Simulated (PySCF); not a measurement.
## Spinor energies of Os+ (osmium, charge +1)

Start: [Xe] 4f14 5d6 6s1; 5d3/2 filled at m_j = -3/2, -1/2, +1/2, +3/2; 5d5/2 filled at m_j = +3/2, +5/2; 6s1/2 filled at m_j = +1/2. Calculated with PySCF 2.14 in x2c-QZVPPall-2c: generalised Hartree-Fock with the X2C-1e Hamiltonian and a Gaussian nucleus; one run each with spin-orbit coupling (SO) switched off, then screened by Boettger's factors.

```tsv
spinor shell	electrons	ε, spin-free (eV)	ε, screened SO (eV)	weight of nominal j (screened SO)	rms radius, screened SO (bohr)
1s1/2	2	-74287.8	-74263.0	1.000	0.0201
2s1/2	2	-13090.7	-13082.9	1.000	0.0809
2p1/2	2	-11406.4	-12504.3	1.000	0.0687
2p3/2	4	-11406.4	-10966.9	1.000	0.0763
3s1/2	2	-3117.4	-3114.8	1.000	0.207
3p1/2	2	-2614.4	-2856.5	1.000	0.198
3p3/2	4	-2614.4	-2515.7	1.000	0.214
3d3/2	4	-2045.3	-2088.2	1.000	0.188
3d5/2	6	-2045.3	-2014.6	1.000	0.192
4s1/2	2	-698.30	-697.43	1.000	0.459
4p1/2	2	-530.38	-587.86	1.000	0.466
4p3/2	4	-530.38	-506.68	1.000	0.499
4d3/2	4	-317.64	-326.64	0.999	0.519
4d5/2	6	-317.64	-310.90	1.000	0.531
5s1/2	2	-115.87	-115.61	1.000	1.08
5p1/2	2	-70.100	-80.664	0.745	1.10
4f5/2	6	-79.100	-80.462	0.920	0.669
4f7/2	8	-79.100	-77.307	0.994	0.613
5p3/2	4	-70.100	-65.521	0.978	1.28
5d3/2	4	-20.358	-20.301	0.714	1.86
5d5/2	2	-20.358	-20.408	0.843	1.89
6s1/2	1	-16.353	-16.337	0.990	3.00
```

```tsv
quantity	spin-free	screened SO
E (hartree)	-17240.97486	-17263.79071
M_J	9/2	9/2
⟨J²⟩	24.763	24.779
⟨L²⟩	6.008	6.562
⟨S²⟩	8.755	8.575
```

Each row is a mean over spinors that exchange with the open shell spreads, by up to 7.763 eV (5p3/2).

Rows whose weight is well below 1 are mixtures of j = l ± 1/2: exchange outweighs spin-orbit coupling there, and the label is only the starting occupation.

Breit and QED terms are absent; they matter most for the inner s and p1/2 levels.

Densities and radii are taken from the X2C orbitals without a picture-change correction, which distorts them close to the nucleus.

Without spin-orbit coupling the j labels of p, d and f shells carry no meaning; the spin-free column gives the mean over the occupied spinors of each nl shell.
